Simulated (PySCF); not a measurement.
**MCa for M along the halogens**

CCSD(T) with triple-zeta basis sets in PySCF, for the lowest determinant that a PBE0 search found; no spin–orbit coupling. De refers to high-spin ground-configuration atoms.

| M | basis | reference, frozen orbitals | state (unpaired electrons) | Re (Å) | ωe (cm⁻¹) | De (eV) |
| --- | --- | --- | --- | --- | --- | --- |
| F | def2-TZVPP | UHF, 6 | doublet (σ ↑) | 1.990 | 572 | 5.06 |
| Cl | x2c-TZVPPall | UHF, 10 | doublet (σ ↑) | 2.474 | 364 | 3.83 |
| Br | def2-TZVPP | UHF, 14 | doublet (σ ↑) | 2.644 | 278 | 3.45 |
| I | def2-TZVPP | UHF, 9 | doublet (σ ↑) | 2.878 | 230 | 2.82 |

The shortest bond is that of CaF (1.990 Å), the longest that of CaI (2.878 Å). CaF is bound most strongly (5.06 eV) and CaI least (2.82 eV).

The rows differ in basis set, which adds steps of its own.

Down a group the atoms grow and get heavier, so bonds lengthen and wavenumbers fall; this series shows no clear exception.

Correlated steps freeze the inner cores (6 to 14 orbitals); shallow outer-core shells are correlated. Spin–orbit coupling is left out, which matters for elements this heavy, above all for dissociation energies. States were picked by a PBE0 search and need not be the measured ground states.
